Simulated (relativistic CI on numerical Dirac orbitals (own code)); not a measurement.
**Tb⁵⁵⁺: sensitivity of the levels to the model**

Base calculation: Dirac-Coulomb-Breit CI, separate exchange-only KLI orbitals for each configuration, model QED, unscaled Slater integrals.

CI space (outside the closed core 1s2): 2s²2p⁶, 2s²2p⁵3s, 2s²2p⁵3p, 2s²2p⁵3d, 2s2p⁶3s, 2s2p⁶3p, 2s2p⁶3d, 2s²2p⁵4s, 2s²2p⁵4p, 2s²2p⁵4d, 2s²2p⁵4f, 2s²2p⁴3s², 2s2p⁶4s, 2s2p⁶4p, 2s²2p⁴3s3p, 2s2p⁶4d. Levels of other configurations are missing.

The lowest level and the first level of each name with at least 55 % of one term (blank where a level has no safe partner in the second run):

| Level | Base (eV) | Shift (eV) |
| --- | --- | --- |
| 2s²2p⁶ ¹S0 | 0.00 | 0.00 |
| 2s²2p⁵3s ³P°2 | 6307.27 | -1.88 |
| 2s²2p⁵3s ¹P°1 | 6314.42 | -1.87 |
| 2s²2p⁵3p ³D3 | 6635.76 | +0.94 |
| 2s²2p⁵3p ¹P1 | 6635.95 | +0.95 |
| 2s²2p⁵3p ³P2 | 6646.58 | +0.95 |
| 2s²2p⁵3p ¹S0 | 6694.10 | +0.94 |
| 2s²2p⁵3d ³P°0 | 6770.57 | +1.45 |
| 2s²2p⁵3d ³P°1 | 6778.81 | +1.44 |
| 2s²2p⁵3d ³D°2 | 6787.38 | +1.44 |
| 2s²2p⁵3d ³F°4 | 6825.26 | +1.31 |
| 2s²2p⁵3d ³D°3 | 6839.66 | +1.31 |
| 2s²2p⁵3d ¹P°1 | 6865.43 | +1.31 |
| 2s²2p⁵3s ³P°0 | 7074.64 | -2.87 |
| 2s²2p⁵3s ³P°1 | 7077.96 | -2.87 |
| 2s²2p⁵3p ³D1 | 7194.45 | +0.23 |
| 2s²2p⁵3p ³P0 | 7234.80 | +0.24 |
| 2s2p⁶3s ³S1 | 7480.65 | +8.11 |
| 2s2p⁶3s ¹S0 | 7503.29 | +8.57 |
| 2s²2p⁵3d ³F°2 | 7547.67 | +0.44 |
| 2s2p⁶3p ³P°0 | 7599.97 | +11.63 |
| 2s2p⁶3p ³P°1 | 7605.13 | +10.72 |

At this charge energies of transitions that change n are usually good to better than 1 %, and those within a shell (Δn = 0) to a few per cent.

One thing was changed in a second run, which moved the levels as shown. Which?
A. QED terms removed
B. valence Slater integrals scaled by 0.9
C. configuration mixing switched off
D. Breit term removed

A. QED terms removed. QED shifts follow the density of s (and p1/2) electrons at the nucleus, so configurations move by their count of such electrons; where none moves, the smaller shifts of p3/2 electrons and of j = l + 1/2 against j = l − 1/2 set the pattern.

LS names give the leading component of a level, which can be under half, so a name can repeat, a term be missing and a line seem to break the LS rules.
